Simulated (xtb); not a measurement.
OTi, triplet, from a rough starting geometry (GFN-xTB shapes and energies of metal compounds can be far from the true ones); GFN2-xTB (xtb).

Input for xtb:
```
$ xtb mol.xyz --gfn 2 --uhf 2 --opt vtight --json

# file mol.xyz
2

Ti     0.08074163    -0.07387677    -0.85126768
O     -0.04734696     0.02650126     0.76603572
```

The log (banner, timings and long lists left out):

```
   ID    Z sym.   atoms
    1   22 Ti     1
    2    8 O      2

           -------------------------------------------------
          |                Calculation Setup                |
           -------------------------------------------------

           -------------------------------------------------
          |                 G F N 2 - x T B                 |
           -------------------------------------------------

          ...................................................
          :                      SETUP                      :
          :.................................................:
          :  # basis functions                  14          :
          :  # atomic orbitals                  13          :
          :  # shells                            5          :
          :  # electrons                        10          :
          :  max. iterations                   250          :
          :  Hamiltonian                  GFN2-xTB          :
          :  restarted?                      false          :
          :  GBSA solvation                  false          :
          :  PC potential                    false          :
          :  electronic temp.          300.0000000     K    :
          :  accuracy                    1.0000000          :
          :  -> integral cutoff          0.2500000E+02      :
          :  -> integral neglect         0.1000000E-07      :
          :  -> SCF convergence          0.1000000E-05 Eh   :
          :  -> wf. convergence          0.1000000E-03 e    :
          :  Broyden damping             0.4000000          :
          :  net charge                          0          :
          :  unpaired electrons                  2          :
          ...................................................

 iter      E             dE          RMSdq      gap      omega  full diag
   1     -5.2734379 -0.527344E+01  0.234E+01    0.00       0.0  T
   2     -5.3975011 -0.124063E+00  0.123E+01    0.00       1.0  T
   3     -5.5018510 -0.104350E+00  0.477E+00    0.00       1.0  T
   4     -5.4735314  0.283196E-01  0.464E+00    0.00       1.0  T
   5     -5.5023953 -0.288638E-01  0.141E+00    0.00       1.0  T
   6     -5.5036804 -0.128514E-02  0.401E-01    0.00       1.0  T
   7     -5.5037025 -0.221250E-04  0.159E-01    0.00       1.0  T
   8     -5.5037117 -0.915670E-05  0.865E-02    0.00       1.0  T
   9     -5.5037179 -0.623844E-05  0.132E-02    0.00       5.3  T
  10     -5.5037182 -0.228810E-06  0.490E-03    0.00      14.4  T
  11     -5.5037182 -0.132620E-08  0.798E-04    0.00      88.6  T
  12     -5.5037182 -0.866724E-09  0.289E-04    0.00     244.7  T

   *** convergence criteria satisfied after 12 iterations ***

 transition dipole moment (au) for excitation:           5           6
     X       Y       Z
   0.0000   0.0000   0.0000  total (au/Debye):    0.000   0.000
 dE (eV)             :    2.022
 oscillator strength :  0.75316E-26

         :::::::::::::::::::::::::::::::::::::::::::::::::::::
         ::                     SUMMARY                     ::
         :::::::::::::::::::::::::::::::::::::::::::::::::::::
         :: total energy              -5.476832069420 Eh    ::
         :: gradient norm              0.037811955537 Eh/a0 ::
         :: HOMO-LUMO gap              0.000000000000 eV    ::
         ::.................................................::
         :: SCC energy                -5.503718166759 Eh    ::
         :: -> isotropic ES            0.031156960983 Eh    ::
         :: -> anisotropic ES          0.007469127125 Eh    ::
         :: -> anisotropic XC         -0.004860320397 Eh    ::
         :: -> dispersion             -0.000825690433 Eh    ::
         :: repulsion energy           0.026886097339 Eh    ::
         :: add. restraining           0.000000000000 Eh    ::
         :: total charge              -0.000000000001 e     ::
         :::::::::::::::::::::::::::::::::::::::::::::::::::::

[...]
 * total energy  :    -5.4768321 Eh     change       -0.8013767E-10 Eh
 * total energy  :    -5.4776071 Eh     change       -0.7749898E-03 Eh
 * total energy  :    -5.4780575 Eh     change       -0.4504450E-03 Eh
 * total energy  :    -5.4780695 Eh     change       -0.1201513E-04 Eh
 * total energy  :    -5.4780696 Eh     change       -0.1183131E-06 Eh
 * total energy  :    -5.4780697 Eh     change       -0.3372476E-07 Eh
   *** GEOMETRY OPTIMIZATION CONVERGED AFTER 6 ITERATIONS ***
         :: total energy              -5.478069671444 Eh    ::
[...]
         :: gradient norm              0.000000546726 Eh/a0 ::
         :: HOMO-LUMO gap              0.000000000000 eV    ::
         ::.................................................::
         :: SCC energy                -5.496853434318 Eh    ::
         :: -> isotropic ES            0.029980311376 Eh    ::
         :: -> anisotropic ES          0.007479054277 Eh    ::
         :: -> anisotropic XC         -0.004294136466 Eh    ::
         :: -> dispersion             -0.000828259904 Eh    ::
         :: repulsion energy           0.018783762874 Eh    ::
         :: add. restraining           0.000000000000 Eh    ::
         :: total charge              -0.000000000066 e     ::
         :::::::::::::::::::::::::::::::::::::::::::::::::::::

           -------------------------------------------------
          |                Property Printout                |
           -------------------------------------------------

    * Orbital Energies and Occupations

         #    Occupation            Energy/Eh            Energy/eV
      -------------------------------------------------------------
         1        2.0000           -0.6448933             -17.5484
         2        2.0000           -0.4515673             -12.2878
         3        2.0000           -0.4046822             -11.0120
         4        2.0000           -0.4046822             -11.0120
         5        1.0000           -0.3252479              -8.8504
         6        0.5000           -0.2513724              -6.8402 (HOMO)
         7        0.5000           -0.2513724              -6.8402 (LUMO)
         8                         -0.2284455              -6.2163
         9                         -0.2284455              -6.2163
        10                         -0.1521936              -4.1414
        11                         -0.0331287              -0.9015
        12                         -0.0331287              -0.9015
        13                          0.3290286               8.9533
      -------------------------------------------------------------
                  HL-Gap            0.0000000 Eh            0.0000 eV
             Fermi-level           -0.3081687 Eh           -8.3857 eV

     #   Z          covCN         q      C6AA      α(0)
     1  22 Ti       0.727     0.498  1090.501    99.625
     2   8 O        0.727    -0.498    23.813     6.539

 Mol. C6AA /au·bohr⁶  :       1362.813167
 Mol. C8AA /au·bohr⁸  :     141986.683274
 Mol. α(0) /au        :        106.164110

Wiberg/Mayer (AO) data.
largest (>0.10) Wiberg bond orders for each atom

 ---------------------------------------------------------------------------
     #   Z sym  total        # sym  WBO       # sym  WBO       # sym  WBO
 ---------------------------------------------------------------------------
     1  22 Ti   2.110 --     2 O    2.110
     2   8 O    2.110 --     1 Ti   2.110
 ---------------------------------------------------------------------------

Topologies differ in total number of bonds
Writing topology from bond orders to xtbtopo.mol

molecular dipole:
                 x           y           z       tot (Debye)
 q only:        0.125      -0.098      -1.572
   full:        0.209      -0.164      -2.642       6.749
molecular quadrupole (traceless):
                xx          xy          yy          xz          yz          zz
 q only:       -0.123      -0.013      -0.122      -0.089       0.117       0.245
  q+dip:       -1.647      -0.043      -1.655      -0.495       0.468       3.302
   full:       -1.372      -0.039      -1.379      -0.430       0.416       2.751

optimized geometry written to: xtbopt.xyz

           -------------------------------------------------
          | TOTAL ENERGY               -5.478069671444 Eh   |
          | GRADIENT NORM               0.000000546726 Eh/α |
          | HOMO-LUMO GAP               0.000000000000 eV   |
           -------------------------------------------------
```
